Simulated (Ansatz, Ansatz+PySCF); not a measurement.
```yaml
atoms:
  - { symbol: N, position_ang: [0.0000, 0.0000, 0.0000] }
  - { symbol: O, position_ang: [0.0000, 0.0000, 1.4900] }
```

Basis set: def2-SVP (spherical functions). Left uncorrelated: 2 orbitals. Correlation on ROHF uses semicanonical orbitals with singles. Charge 0, multiplicity 2.

Computed with Ansatz (development build ahead of 0.2.0); each method stands on the lowest determinant of its kind that the runs found.

The atomization energy at this shape (free ground-state atoms in the same class of orbitals less the molecule, no zero-point energy) of doublet NO:

```tsv
method	atomization energy
UHF-MP2	2.15 eV
ROHF-MP2	1.34 eV
ROHF	-2.16 eV
```

What does UHF give?

0.15 eV. Caution for UHF-MP2, ROHF-MP2: bonds are stretched, where a single reference can fail; forces differ strongly between restricted and unrestricted references. Caution for UHF-MP2, UHF: the unrestricted determinant is a mixture of spin states. Caution for ROHF-MP2, ROHF: an unrestricted determinant lies well below. Caution for ROHF-MP2: other determinants can give a lower correlated total. Caution for ROHF: the molecule lies well above its atoms at this level.
